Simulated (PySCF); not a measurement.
Al₂H₄, SMILES [AlH2][AlH2]. Geometry: PBE-D3(BJ)/def2-TZVP.

Level of theory: PBE-D3(BJ)/def2-TZVP run with PySCF.

Harmonic wavenumbers (cm⁻¹): 152, 278, 278, 332, 524, 524, 719, 778, 1812, 1831, 1834, 1834. Rotational constants (GHz): 67.59, 4.470, 4.470; symmetry number 4.

Question: Work out the zero-point energy and the ideal-gas rigid-rotor harmonic-oscillator thermochemistry at 298.15 K and 1 atm.

Answer: ZPE = ½ Σ hcν = ½ × 10896 cm⁻¹ = 65.18 kJ/mol. H − E(el) = 81.72 kJ/mol. Entropy in J/(mol K): translation 159.39, rotation 84.67, vibration 36.42, total 280.47. G − E(el) = -1.90 kJ/mol. Cp = 78.88 J/(mol K).
